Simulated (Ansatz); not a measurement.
Single points on the cluster Li₉O₅.

```yaml
crystal:
  periodic: [false, false, false]
  atoms:
    - {symbol: Li, position_ang: [0.240254, 0.378221, -0.068765]}
    - {symbol: Li, position_ang: [-1.270253, -1.411050, -1.180314]}
    - {symbol: Li, position_ang: [1.504157, -0.125891, 1.805578]}
    - {symbol: Li, position_ang: [0.056066, 1.391460, -2.001631]}
    - {symbol: Li, position_ang: [-3.413590, -2.975838, 0.418273]}
    - {symbol: Li, position_ang: [-0.199032, 2.130347, 1.169567]}
    - {symbol: Li, position_ang: [2.260216, 1.803030, -0.238364]}
    - {symbol: Li, position_ang: [-1.483610, -0.793083, 1.472504]}
    - {symbol: Li, position_ang: [1.755166, -0.853056, -1.315159]}
    - {symbol: O, position_ang: [0.092243, -0.409423, -1.769258]}
    - {symbol: O, position_ang: [-2.227541, -1.860079, 0.254267]}
    - {symbol: O, position_ang: [-0.191665, 0.412989, 1.760515]}
    - {symbol: O, position_ang: [0.566384, 2.268756, -0.483053]}
    - {symbol: O, position_ang: [2.311216, 0.043628, 0.175850]}
basis:
  gaussian: {orbitals: def2-TZVP, initial_orbitals: start.molden}
magnetization: {spin_polarized: true, initial_magnetization: 1}
hamiltonian: {xc: pbe0, dispersion: d4}
scf: {omitted_lower_state_checks: [starts]}
output: {orbitals: {seedname: orbitals}}
```

The file start.molden holds the orbitals of an earlier run on this structure, at another level or in another basis.

```sh
$ ansatz run in.yaml --threads 4 --pin off --events-out ev --progress --plain --max-ram 4787MiB
```

Shortened log:

```
Functional definition: PBE0
1916 factors; their error is unknown
mean field evaluation 1: about -12073.4385 eV, gradient 1.4e2 eV
mean field evaluation 2: about -12078.5971 eV, gradient 5.1e0 eV
mean field evaluation 4: about -12078.8604 eV, gradient 2.4e-1 eV
mean field evaluation 8: about -12078.8915 eV, gradient 2.9e-4 eV
mean field -12078.89151191 eV, -443.8910756960 hartree, gradient 1.9e-5 eV, S^2 0.763533; 0 other end points of the search recorded, 0 dependent functions left out
reference -12078.89157824 eV, -443.8910781335 hartree; 34, 33 occupied and 247, 248 virtual orbitals, 1916 factors
Total energy: -12079.11911436 eV, -443.8994399316 hartree
Checks for a lower state left out: starts
```

Hardware: 4 threads of Arm Neoverse V2 on a shared host. Wall time 24 s, peak host memory 1.4 GiB.

As the first input, with `hamiltonian: {xc: pbe, dispersion: d4}`, `output: {forces: true, orbitals: {seedname: orbitals}}` (abridged; 12 s):

```
Functional definition: PBE
mean field -12079.27773060 eV, -443.9052689711 hartree, gradient 1.4e-5 eV, S^2 0.754330
Total energy: -12079.53837618 eV, -443.9148475195 hartree
Atom 0 force    -0.020429    -0.005711    -0.000257 eV/Å
Atom 1 force    -0.008634     0.005212     0.000194 eV/Å
Atom 2 force    -0.024312    -0.008570     0.007477 eV/Å
Atom 3 force    -0.016379    -0.010344    -0.002290 eV/Å
Atom 4 force    -0.029251    -0.022678     0.003116 eV/Å
Atom 5 force    -0.016793    -0.008847     0.004156 eV/Å
Atom 6 force    -0.015510     0.001166    -0.001347 eV/Å
Atom 7 force    -0.008298     0.004403    -0.003769 eV/Å
Atom 8 force    -0.023304    -0.011717    -0.006364 eV/Å
Atom 9 force     0.036012    -0.006888    -0.023088 eV/Å
Atom 10 force     0.011899    -0.003390     0.001526 eV/Å
Atom 11 force     0.031449     0.005269     0.028786 eV/Å
Atom 12 force     0.037769     0.048357    -0.008227 eV/Å
Atom 13 force     0.045781     0.013736     0.000087 eV/Å
Dipole moment:    -0.507502    -0.662528     0.113236 e Å
Checks for a lower state left out: starts
```

The first input with `hamiltonian: {xc: r2scan, dispersion: d4}` (abridged; 24 s):

```
Functional definition: r2SCAN
mean field evaluation 16: about -12089.1867 eV, gradient 1.3e-5 eV
mean field -12089.18670496 eV, -444.2694170621 hartree, gradient 1.3e-5 eV, S^2 0.758454
Total energy: -12089.25699361 eV, -444.2720001223 hartree
Checks for a lower state left out: starts
```

Geometry: PBE-D4/def2-SVP.

At PBE-D4/def2-TZVP the gap within one spin of the charge 0 doublet nearly closes, so an electron or hole may be smeared out by delocalisation error. Another isomer (doublet) lies 0.64 eV lower at PBE0-D4/def2-TZVP; other spin states weren't run for this one.
